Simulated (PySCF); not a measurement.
Isomers of C3H9ClOSi2, mass 151.988 u with the commonest isotopes. Computed with CAM-B3LYP/def2-SVPD in PySCF (dipole) on a GFN2-xTB geometry, gas phase. One conformer each, none proved a minimum here; rigid rotors.

Problem. Order these by out-of-plane moment Σ m c² = (Ia + Ib − Ic)/2, largest first.
A. `[OH:1][SiH2:2][Si@H:3]([Cl:4])[CH:5]1[CH2:6][CH2:7]1` with H–O1–Si2–Si3 178°, O1–Si2–Si3–Cl4 -178°, Si2–Si3–C5–C6 15°
B. `[CH3:1][C@@H:2]1[CH2:3][O:4][Si@H:5]([Cl:6])[SiH2:7]1` with C1–C2–C3–O4 -76°, C2–C3–O4–Si5 -42°, C3–O4–Si5–Cl6 139°, O4–Si5–Si7–C2 8°
C. `[CH2:1]=[CH:2][Si@H:3]([Cl:4])[SiH2:5][O:6][CH3:7]` with C1–C2–Si3–Cl4 4°, C2–Si3–Si5–O6 -65°, Si3–Si5–O6–C7 -179°

Solution. B (96.17 u·Å²), A (43.25 u·Å²), C (30.82 u·Å²).

Problem. Order these by radius of gyration √(Σ m r²/M), largest first.
A. `[CH2:1]=[CH:2][Si@H:3]([Cl:4])[SiH2:5][O:6][CH3:7]` with C1–C2–Si3–Cl4 4°, C2–Si3–Si5–O6 -65°, Si3–Si5–O6–C7 -179°
B. `[CH3:1][C@@H:2]1[CH2:3][O:4][Si@H:5]([Cl:6])[SiH2:7]1` with C1–C2–C3–O4 -76°, C2–C3–O4–Si5 -42°, C3–O4–Si5–Cl6 139°, O4–Si5–Si7–C2 8°
C. `[OH:1][SiH2:2][Si@H:3]([Cl:4])[CH:5]1[CH2:6][CH2:7]1` with H–O1–Si2–Si3 178°, O1–Si2–Si3–Cl4 -178°, Si2–Si3–C5–C6 15°

Solution. A (2.342 Å), C (2.153 Å), B (2.008 Å).

Problem. Order these by rotational constant C, largest first.
A. `[CH3:1][C@@H:2]1[CH2:3][O:4][Si@H:5]([Cl:6])[SiH2:7]1` with C1–C2–C3–O4 -76°, C2–C3–O4–Si5 -42°, C3–O4–Si5–Cl6 139°, O4–Si5–Si7–C2 8°
B. `[CH2:1]=[CH:2][Si@H:3]([Cl:4])[SiH2:5][O:6][CH3:7]` with C1–C2–Si3–Cl4 4°, C2–Si3–Si5–O6 -65°, Si3–Si5–O6–C7 -179°
C. `[OH:1][SiH2:2][Si@H:3]([Cl:4])[CH:5]1[CH2:6][CH2:7]1` with H–O1–Si2–Si3 178°, O1–Si2–Si3–Cl4 -178°, Si2–Si3–C5–C6 15°

Solution. A (978.5 MHz), C (764.4 MHz), B (629.4 MHz).

| SMILES | point group | Ia (u·Å²) | Ib (u·Å²) | Ic (u·Å²) | κ | μa (D) | μb (D) | μc (D) |
| --- | --- | --- | --- | --- | --- | --- | --- | --- |
| O[SiH2][Si@H](Cl)C1CC1 | C1 | 334.89 | 412.75 | 661.13 | 0.24 | 2.55 | 0.20 | 0.29 |
| C=C[Si@H](Cl)[SiH2]OC | C1 | 218.30 | 646.26 | 802.92 | -0.82 | 2.18 | 1.13 | 0.29 |
| C[C@@H]1CO[Si@H](Cl)[SiH2]1 | C1 | 222.48 | 486.35 | 516.49 | -0.91 | 2.37 | 0.87 | 0.43 |
